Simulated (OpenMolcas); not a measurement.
# d9 ions of charge +2 down a group with 6 water ligands in octahedral coordination

```json
{
  "Program": "OpenMolcas 26.06",
  "Method": "CASSCF",
  "Spin-orbit coupling": "state interaction with AMFI integrals over the reference wave functions"
}
```

The d shell is active. Anionic complexes are neutralised by point charges behind the ligands. Distances were set from a Shannon-type radius of the metal (high-spin where two are listed) plus a fixed donor radius (H2O 1.36 Å). Ligand basis ANO-RCC-VDZP, DKH2 Hamiltonian. States (labels of O, taken over from Oh, the nearest higher group). Energies in cm-1 above the lowest state or level, χT in cm3 K/mol; 10Dq is the gap between the two states. Spin-only χT is S(S+1) / 2 for the spin of the ground state.

```csv
Ion,Shell,R (Å),Metal basis,Ground state,First state of that spin,10Dq,First gap with spin-orbit (degeneracies),χT at 300 K,Spin-only χT
Cu2+,3d9,2.09,ANO-RCC-VTZP,2E,2T2 5176,5176,"4544 (4, 2)",0.652,0.375
Ag2+,4d9,2.3,ANO-RCC-VDZP,2E,2T2 7883,7883,"6631 (4, 2)",0.685,0.375
```

The rows also differ in their metal basis, so part of each step comes from that.

|10Dq| changes by a factor of 7883 / 5176 = 1.52 from Cu2+ to Ag2+.

χT departs most from the spin-only value for Ag2+, by +0.310 cm3 K/mol.

An orbital doublet at a regular site is open to a Jahn-Teller distortion, which this geometry leaves out. Ligand-to-metal charge-transfer states are missing. With metal d orbitals alone and no dynamic correlation the field as a rule comes out too small, by tens of per cent, by up to half for chloride and softer ligands, and the orbital part of g and χT, which goes as 1/10Dq, too large (holds for Cu2+). With metal d orbitals alone the field can be off either way by tens of per cent (holds for Ag2+). No measured value stands beside these numbers; the geometry is a model, was not optimised and need not be the one that this ion takes.
